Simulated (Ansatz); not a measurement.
A nudged elastic band was laid between two geometries of CH3NOSi (7 atoms, charge 0, multiplicity 1).

Theory: RHF/cc-pVDZ (Ansatz).

```json
{
  "movable images": "7",
  "climbing image": "yes",
  "spring": "5.0 eV/Å²",
  "optimiser": "quadratic models (default)",
  "start path": "through a guess of the saddle point",
  "force threshold": "0.05 eV/Å",
  "iteration limit": "60",
  "end points": "relaxed"
}
```

First end point:

```xyz
7
Properties=species:S:1:pos:R:3
N -0.644 1.292 0.386
C -0.069 0.151 0.423
Si 0.727 -1.408 0.770
O 1.011 -2.035 -0.777
H -0.130 2.158 0.355
H -1.646 1.396 0.390
H 0.751 -1.553 -1.547
```

Last end point:

```xyz
7
Properties=species:S:1:pos:R:3
N -0.644 1.292 0.387
C -0.069 0.151 0.422
Si 0.723 -1.408 0.769
O 1.012 -2.035 -0.777
H -1.646 1.395 0.387
H -0.131 2.158 0.360
H 0.755 -1.553 -1.548
```

What changes between the two ends?

No bond is made or broken.  The two ends are copies of one structure, up to a mirror image or an exchange of like atoms.

Give the energies along the band, and the barrier.

The run converged. The highest image is number 4 of 0 to 8, 0.40 eV above the ends, which have the same energy within 2 meV. A vibrational analysis at the climbing image gives one clearly imaginary mode, 111i cm⁻¹: a first-order saddle point.

| image | path coordinate (Å) | energy (eV) |
| --- | --- | --- |
| 0 | 0.00 | 0.00 |
| 1 | 0.50 | 0.04 |
| 2 | 1.01 | 0.21 |
| 3 | 1.51 | 0.36 |
| 4 | 2.01 | 0.40 |
| 5 | 2.52 | 0.36 |
| 6 | 3.02 | 0.21 |
| 7 | 3.52 | 0.04 |
| 8 | 4.02 | 0.00 |

What is the geometry of the highest image?


```xyz
7
Properties=species:S:1:pos:R:3:forces:R:3
N -0.561 1.309 0.391 0.00 0.00 0.00
C 0.138 0.427 -0.262 0.00 0.00 0.00
Si -0.110 -1.395 0.446 0.00 0.00 0.00
O 0.910 -2.158 -0.627 0.00 0.00 0.00
H -0.531 2.281 0.136 0.00 0.00 0.00
H -1.171 1.116 1.175 0.00 0.00 0.00
H 1.325 -1.581 -1.259 0.00 0.00 0.00
```

What are the harmonic wavenumbers there?

111i, 195, 375, 584, 640, 686, 851, 913, 972, 1311, 1561, 1823, 3617, 3758, 4083 cm⁻¹.

Time of the run: 100 s on 1 thread of Arm Neoverse V2 (shared host), peak memory 0.14 GiB.
